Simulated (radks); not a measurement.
Values are calculated unless marked as measured or tabulated.
How relativity changes the ionisation of the chlorine ion Cl+ ([Ne] 3s2 3p4) to Cl2+ ([Ne] 3s2 3p3). Spin-unpolarised spherical Kohn-Sham, PBE, point nucleus unless stated (finite: rms radius 3.3654 fm), a radial shooting solver on a logarithmic mesh with Libxc functionals. A level marked "c x" has the speed of light scaled by that factor and shares open shells by 2j + 1; other Dirac levels either fill j = l - 1/2 first or share by 2j + 1.

| level | E(Cl+) (hartree) | E(Cl2+) (hartree) | IE (eV) | HOMO | <r> HOMO (bohr) |
|---|---|---|---|---|---|
| non-rel. | -459.45213 | -458.51653 | 25.459 | 3p | 1.707 |
| scalar-rel. | -460.92342 | -459.98826 | 25.447 | 3p | 1.706 |
| scalar-rel., finite nucleus | -460.92290 | -459.98774 | 25.447 | 3p | 1.706 |
| Dirac, 2j+1 shares | -460.92489 | -459.98971 | 25.447 | 3p3/2 | 1.709 |
| Dirac, low j first | -460.92838 | -459.99569 | 25.380 | 3p3/2 | 1.709 |
| Dirac, 2j+1 shares, finite nucleus | -460.92437 | -459.98919 | 25.447 | 3p3/2 | 1.709 |
| Dirac, c x 3 | -459.61467 | -458.67912 | 25.458 | 3p3/2 | 1.707 |
| Dirac, c x 5 | -459.51062 | -458.57503 | 25.459 | 3p3/2 | 1.707 |
| Dirac, c x 100 | -459.45228 | -458.51668 | 25.459 | 3p3/2 | 1.707 |

NIST Atomic Spectra Database: 23.814 eV (measured). The relativistic part of the total energy of Cl+ is -1.472 hartree (Dirac, 2j+1 shares, finite nucleus), 0.32 % of the non-relativistic value. Spin polarisation and multiplet splitting of open shells are left out at every level.

Beside tabulated values, note that spin-unpolarised runs miss the spin-polarisation part of the exchange energy of open shells.
